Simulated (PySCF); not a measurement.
C5H6, SMILES C#CCC=C.

Geometry optimised at B3LYP-D3(BJ)/def2-SVP. The values are those of a single conformer.

Computed with TDDFT-M06-2X/def2-SVPD in PySCF.

Vertical excitations. Isolated molecule, no solvent.

Question: Give excitation energies, oscillator strengths and character. (An estimate is asked for; the answer gives what the named calculation found.)

Answer: 
```json
[
 {"state": "S1", "energy (eV)": "5.96", "λ (nm)": "208", "f": "0.000", "main pairs": "HOMO−1→LUMO+5 21 %, HOMO−2→LUMO+4 10 %, HOMO−1→LUMO 10 %, HOMO−1→LUMO+4 8 %"},
 {"state": "S2", "energy (eV)": "6.97", "λ (nm)": "178", "f": "0.044", "main pairs": "HOMO−1→LUMO 19 %, HOMO→LUMO 19 %, HOMO−1→LUMO+5 10 %, HOMO−2→LUMO 9 %"},
 {"state": "S3", "energy (eV)": "7.03", "λ (nm)": "176", "f": "0.004", "main pairs": "HOMO−1→LUMO+4 19 %, HOMO−1→LUMO 17 %, HOMO→LUMO 10 %, HOMO−2→LUMO+4 9 %"},
 {"state": "S4", "energy (eV)": "7.43", "λ (nm)": "167", "f": "0.054", "main pairs": "HOMO→LUMO+1 57 %, HOMO→LUMO 18 %"},
 {"state": "S5", "energy (eV)": "7.50", "λ (nm)": "165", "f": "0.343", "main pairs": "HOMO→LUMO 42 %, HOMO→LUMO+1 22 %"},
 {"state": "S6", "energy (eV)": "7.58", "λ (nm)": "164", "f": "0.002", "main pairs": "HOMO−1→LUMO 30 %, HOMO−1→LUMO+1 14 %, HOMO−1→LUMO+2 11 %, HOMO−1→LUMO+6 9 %"},
 {"state": "S7", "energy (eV)": "7.64", "λ (nm)": "162", "f": "0.064", "main pairs": "HOMO−1→LUMO+1 42 %, HOMO−2→LUMO 21 %"},
 {"state": "S8", "energy (eV)": "7.73", "λ (nm)": "160", "f": "0.034", "main pairs": "HOMO−2→LUMO+1 38 %, HOMO→LUMO+2 20 %, HOMO−1→LUMO+1 19 %, HOMO−2→LUMO 9 %"},
 {"state": "S9", "energy (eV)": "7.95", "λ (nm)": "156", "f": "0.057", "main pairs": "HOMO−2→LUMO 27 %, HOMO−2→LUMO+1 21 %, HOMO−1→LUMO 11 %, HOMO−1→LUMO+1 7 %"},
 {"state": "S10", "energy (eV)": "8.11", "λ (nm)": "153", "f": "0.004", "main pairs": "HOMO→LUMO+3 33 %, HOMO→LUMO+2 12 %, HOMO→LUMO+5 11 %, HOMO→LUMO+6 8 %"},
 {"state": "T1", "energy (eV)": "4.77", "λ (nm)": "260", "f": "0", "main pairs": "HOMO→LUMO 53 %, HOMO−2→LUMO 25 %, HOMO→LUMO+1 9 %"},
 {"state": "T2", "energy (eV)": "5.59", "λ (nm)": "222", "f": "0", "main pairs": "HOMO−1→LUMO+4 18 %, HOMO−1→LUMO+6 15 %, HOMO−2→LUMO+5 11 %, HOMO→LUMO+5 9 %"},
 {"state": "T3", "energy (eV)": "6.06", "λ (nm)": "205", "f": "0", "main pairs": "HOMO−1→LUMO+5 22 %, HOMO−1→LUMO 13 %, HOMO→LUMO+6 7 %, HOMO−1→LUMO+3 7 %"},
 {"state": "T4", "energy (eV)": "6.51", "λ (nm)": "190", "f": "0", "main pairs": "HOMO−1→LUMO+4 19 %, HOMO−1→LUMO+5 13 %, HOMO−2→LUMO 11 %, HOMO→LUMO+4 9 %"}
]
```
Triplets are in the Tamm–Dancoff approximation, which puts them higher than full response would, so one can lie above its singlet here.
